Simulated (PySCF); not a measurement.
Species: C6H4FN.
Numbering: `[CH2:1]=[C:2]([C:3]#[N:4])[C:5]#[C:6][CH2:7][F:8]` (hydrogens: H9, H10 on C1; H11, H12 on C7)

Computed with PySCF, PBE0/6-31G* geometry optimisation, gas phase.

**Question.** What internal coordinates does the optimisation give?

**Answer.** 
| bond | length (Å) |
| --- | --- |
| C1=C2 | 1.346 |
| C2–C3 | 1.439 |
| C3≡N4 | 1.161 |
| C2–C5 | 1.426 |
| C5≡C6 | 1.210 |
| C6–C7 | 1.457 |
| C7–F8 | 1.377 |
| C1–H9 | 1.084 |
| C1–H10 | 1.084 |
| C7–H11, C7–H12 | 1.097 |

Bonds in one row agree within 0.01 Å and their mean is given. A selection of angles:
| angle | degrees |
| --- | --- |
| C2–C1–H9 | 120.6 |
| C2–C1–H10 | 120.8 |
| H9–C1–H10 | 118.6 |
| C1–C2–C3 | 120.0 |
| C1–C2–C5 | 123.7 |
| C3–C2–C5 | 116.3 |
| C2–C3–N4 | 179.3 |
| C2–C5–C6 | 178.4 |
| C5–C6–C7 | 179.1 |
| C6–C7–F8 | 111.1 |
| C6–C7–H11 | 110.0 |
| F8–C7–H11 | 108.7 |
| H11–C7–H12 | 108.1 |

The 8 heavy atoms lie in one plane (0.010 Å rms). The C–C distances run from 1.210 Å (C5≡C6, drawn triple) to 1.457 Å (C6–C7, drawn single), a spread of 0.247 Å.

No frequency check.

Time: 21 s of wall time; peak memory 0.51 GiB. Hardware: Arm Neoverse V1, one thread, shared host with 32 logical CPUs at a one-minute load of 27. This is the geometry optimisation.
